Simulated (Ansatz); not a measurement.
Program: Ansatz. Geometries: PBE0-D4/def2-TZVP. ΔE: electronic, gas phase. CCSD(T)/CBS adds triple-zeta CCSD(T) − MP2 to the extrapolated MP2 energy (def2 sets, frozen cores). Functionals use def2-TZVPP. One conformer a species, not always the lowest.

Reaction (ligand exchange at a B–N bond): `BN(C)CC` + `C=C(S)Cl` → `BSC(=C)Cl` + `CCNC`

CCSD(T)/CBS gives +0.59 eV.

Q: Another level gave +0.52 eV. Which?
A. revPBE/def2-TZVPP
B. ωB97X-V/def2-TZVPP
C. CAM-B3LYP-D4/def2-TZVPP
D. PBE-D4/def2-TZVPP

A: D. PBE-D4 0.52, ωB97X-V 0.58, CAM-B3LYP-D4 0.63, revPBE 0.46 eV.

Q: What do rigid-rotor, harmonic-oscillator terms from PBE0-D4/def2-TZVP frequencies (298.15 K, 1 bar) make of the CCSD(T)/CBS value? (An estimate is asked.)

A: Ansatz gave: ΔZPE = +0.03 eV, ΔH = +0.63 eV, ΔS = 13 J/(mol·K), ΔG = +0.59 eV. Modes under 50 cm⁻¹ make the entropy rough.

Largest T1 diagnostic among the species: 0.014.

In def2-TZVPP, CCSD(T) changes the Hartree–Fock value by +0.05 eV (the triples alone add −0.01 eV) and MP2 by +0.04 eV. From BLYP to BHLYP (50 % exact exchange), in def2-TZVPP and without D4, ΔE moves by +0.03 eV.
